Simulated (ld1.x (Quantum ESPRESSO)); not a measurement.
What one change does to a pseudopotential (Sn (Z = 50), TM)

```json
{
 "Element": "tin (Sn)",
 "Generator": "ld1.x (Quantum ESPRESSO) 7.5",
 "Type": "norm-conserving Troullier–Martins (Kleinman–Bylander form)",
 "Functional": "PBEsol",
 "Relativity": "scalar-relativistic",
 "Frozen core": "[Kr] 4d10",
 "Valence charge": "4",
 "Reference configuration": "5s2 5p0 (charge +2)",
 "Partial waves": "5s (bound): rc 1.50 bohr; 5p (bound, empty): rc 2.25 bohr; 5d channel at 0.25 Ry: rc 2.35 bohr",
 "Local potential": "all-electron potential smoothed inside 1.60 bohr (lloc = -2)",
 "Core correction": "a·sin(br)/r model core inside 0.85 bohr"
}
```

All-electron outer shells of the reference configuration (PBEsol, scalar-relativistic, ld1.x):

```
shell  level (eV)  outermost node (bohr)  outermost maximum (bohr)
   5s      -26.16                   0.98                      1.94
   5p      -17.79                   1.08                      2.31
```

Change: all radii but the core radius scaled by about 1.31 (s 1.98, p 2.96, d 3.08 bohr); local potential all-electron potential smoothed inside 2.10 bohr (lloc = -2).

Cutoffs: the cutoffs (Ry, on a coarse ladder) from which the occupation-weighted sum of valence levels, in a spherical-Bessel basis at the reference potential, stays within 10 and 1 mRy of its value at 400 Ry; they do not see the model core or the augmentation charge, which bear on the density cutoff. Errors are all-electron minus pseudo energies relative to the spin-unpolarised reference configuration.

Problem. How do hardness, ghosts and transferability respond?

Solution. The potential gets softer (40 Ry and 140 Ry → 21 Ry and 35 Ry); the bound ghost in s disappears; of the 7 tests that both files solve, the error grows in 4 and shrinks in 3 by more than 15 % and 0.3 meV (median size 22.6 → 21.5 meV). A larger radius leaves more room for a smooth pseudo-wave, so fewer plane waves are needed.

```csv
quantity,base,changed
"cutoff, loose",40 Ry,21 Ry
"cutoff, tight",140 Ry,35 Ry
bound ghosts,s,none
"error for 5s2 5p2, meV [ΔE -20.87 eV]",-23,-45
"error for 5s2 5p1, meV [ΔE -13.97 eV]",-10,-21
"error for 5s1 5p0, meV [ΔE 31.01 eV]",-89,-122
"error for 5s2 5p1.5, meV [ΔE -18.24 eV]",-18,-36
"error for 5s1 5p2, meV [ΔE -6.28 eV]",-17,-3.4
"error for 5s0 5p4, meV [ΔE -6.62 eV]",-64,-4.1
"error for 5s1 5p3, meV [ΔE -13.86 eV]",-25,-14
```

 A true bound ghost makes a file unfit for plane-wave use even where its test errors are small: the radial tests pick states by their node count and pass the ghost by.
